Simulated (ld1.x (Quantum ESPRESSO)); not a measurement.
## copper (Cu), ultrasoft: configuration errors across variants

ld1.x (Quantum ESPRESSO) 7.5 input, shortened:

```
&input
   title='Cu', zed=29., rel=2, dft='REVPBE', iswitch=3,
   config='[Ar] 3d10 4s1 4p0', rel_dist='average'
 /
 &inputp
   pseudotype=3, tm=.true., lloc=-2, rcloc=1.90,
   nlcc=.false.,
   which_augfun='PSQ', rmatch_augfun=1.15
 /
6
4S  1  0   1.00   0.00  1.50  1.90  0.0
4S  1  0   0.00   1.65  1.50  1.90  0.0
4P  2  1   0.00   0.00  3.35  4.60  0.0
4P  2  1   0.00   0.65  3.35  4.60  0.0
3D  3  2  10.00   0.00  1.00  1.25  0.0
3D  3  2   0.00   5.00  1.00  1.25  0.0
 &test
   configts(1)='3d10 4s1 4p0'
 /
```

Open shells are filled in proportion to 2j + 1 (rel_dist='average').

All-electron excitation energies from the reference (eV): (1) 3d10 4s0 4p0 8.013; (2) 3d9 4s0 4p0 29.219; (3) 3d8 4s0 4p0 68.118; (4) 3d9 4s1 4p1 6.801; (5) 3d9 4s1 4p0 11.490; (6) 3d7 4s0 4p0 127.717; (7) 3d10 4s0.5 4p0 3.102.

The overlap operator is not positive definite (basis up to 400 Ry) in “base”, “core correction a·sin(br)/r model core inside 0.58 bohr”, “local potential all-electron potential smoothed inside 2.90 bohr (lloc = -1)”, “waves 3d (bound): rcut 0.84, rcutus 0.90 bohr; 3d channel at 5 Ry: rcut 0.84, rcutus 0.90 bohr”, “augmentation PSQ, radius 0.90 bohr”. Such files are unfit for use, however small their errors in these radial tests.

Tests that are not counted but printed errors over 1 eV. “local potential all-electron potential smoothed inside 2.90 bohr (lloc = -1)”: 3d7 4s0 4p0 (pseudo-atom not self-consistent, printed error -793 eV).

2 further variants failed, have other tests or another functional or relativity, and are left out.

A true bound ghost makes a file unfit for plane-wave use even where its test errors are small: the radial tests pick states by their node count and pass the ghost by.

Errors AE − PS in meV (a dash: test not solved or not reliable):

```tsv
change	(1)	(2)	(3)	(4)	(5)	(6)	(7)	bound ghosts
base	+11	+26	-472	-53	-60	-2602	+1.2	not determined (overlap not positive)
core correction a·sin(br)/r model core inside 0.58 bohr	-8.0	-74	-831	-77	-82	-3505	-1.9	not determined (overlap not positive)
local potential all-electron potential smoothed inside 2.90 bohr (lloc = -1)	+10	+9.5	-509	-60	-64	–	+1.1	not determined (overlap not positive)
wave 4p channel at 0.65 Ry: rcut 3.35, rcutus 4.60 bohr becomes 4p channel at 1.23 Ry: rcut 3.35, rcutus 4.60 bohr	+11	+26	-472	-70	-60	-2602	+1.2	none
waves 3d (bound): rcut 0.84, rcutus 0.90 bohr; 3d channel at 5 Ry: rcut 0.84, rcutus 0.90 bohr	+18	+40	-144	-11	-26	-865	+2.7	not determined (overlap not positive)
local potential all-electron potential smoothed inside 2.40 bohr (lloc = -2)	+10	+16	-492	-77	-77	-2621	+1.0	s
augmentation PSQ, radius 0.90 bohr	-2.7	+38	-104	-14	-29	-634	-0.4	not determined (overlap not positive)
```

Question: Give the same row for: all radii scaled by about 1.24 (s 2.36, p 5.70, d 1.54 bohr, rcut 1.86/4.14/1.24); local potential all-electron potential smoothed inside 2.36 bohr (lloc = -2); augmentation PSQ, radius 1.42 bohr.

Answer: +20, -26, +90, +16, -2.1, +735, +3.7; bound ghosts: none.
